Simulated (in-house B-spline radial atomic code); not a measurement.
A run on V- that did not converge. Method: scalar-relativistic (X2C) B3LYP, spin-polarised, spherical fractional occupations, exact exchange averaged over the configuration, Fermi nucleus of rms radius 3.6002 fm; computed with a B-spline radial code for spherical atoms.

Command:
```bash
python run_scf.py task.json out
```
Settings (nuclear radius in fm, mass in u):
```
Z                23
configuration    [Ar] 3d4 4s2
hamiltonian      x2c
method           b3lyp
spin_polarised   True
nucleus          fermi
rms_radius       3.6002
atomic_mass      50.94396
speed_of_light   137.035999084
exact_exchange   averaged over the configuration
```

First and last ten iterations of the last attempt (damped for 15 steps, keeping 80 % of the old Fock matrix, then DIIS):
```
 iter        energy (Eh)    residual
    1        -943.542636    2.94e-01
    2        -943.809312    3.61e-01
    3        -946.373902    2.46e-01
    4        -947.820652    1.54e-01
    5        -948.587395    8.61e-02
    6        -948.965120    5.39e-02
    7        -949.136177    3.68e-02
    8        -949.206828    2.35e-02
    9        -949.233955    1.53e-02
   10        -945.501119    1.31e-01
  111        -944.360797    1.28e-01
  112        -944.363182    1.28e-01
  113        -944.362573    1.28e-01
  114        -944.364276    1.27e-01
  115        -949.250035    5.00e-03
  116        -949.250819    4.90e-03
  117        -949.248228    6.89e-03
  118        -944.384453    1.25e-01
  119        -944.383266    1.25e-01
  120        -944.383998    1.25e-01
 not converged after 120 iterations
```

The smallest residual met was 3.8e-03; the threshold is about 2e-07. No energy from this run should be used. Cost of the run: 12 s on 1 thread of Arm Neoverse N1, with other jobs on the host.
